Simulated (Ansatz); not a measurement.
PBE exchange is replaced step by step with exact exchange (0 % is PBE, 25 % PBE0; no dispersion term), basis def2-SVP, Ansatz. System: cis-[VF2(H2O)4]+ (VO4F2H8⁺). The state is a triplet with charge 1. Geometry: PBE0-D4/def2-SVP.

Geometry of the triplet:

```
atom   x (Å)   y (Å)   z (Å)
  V1   0.267   0.351   0.043
  F2  -0.287   2.023  -0.075
  O3   0.282  -1.793   0.092
  H4  -0.289  -2.266   0.712
  H5   1.173  -2.158   0.194
  F6   2.003   0.229   0.337
  O7  -1.772  -0.207  -0.316
  H8  -1.977  -0.693  -1.127
  H9  -2.379   0.547  -0.286
 O10   0.578   0.421  -2.029
 H11   1.473   0.194  -2.322
 H12   0.426   1.332  -2.325
 O13   0.022   0.406   2.123
 H14  -0.422   1.205   2.446
 H15   0.902   0.411   2.533
```

HOMO and LUMO are taken over both spins.

| exact exchange (%) | HOMO (eV) | LUMO (eV) | gap (eV) | ⟨S²⟩ |
| --- | --- | --- | --- | --- |
| 0 | -7.96 | -7.25 | 0.71 | 2.007 |
| 10 | -9.10 | -6.84 | 2.26 | 2.008 |
| 15 | -9.67 | -6.63 | 3.05 | 2.007 |
| 25 | -10.82 | -6.18 | 4.65 | 2.007 |
| 40 | -12.55 | -5.45 | 7.09 | 2.007 |
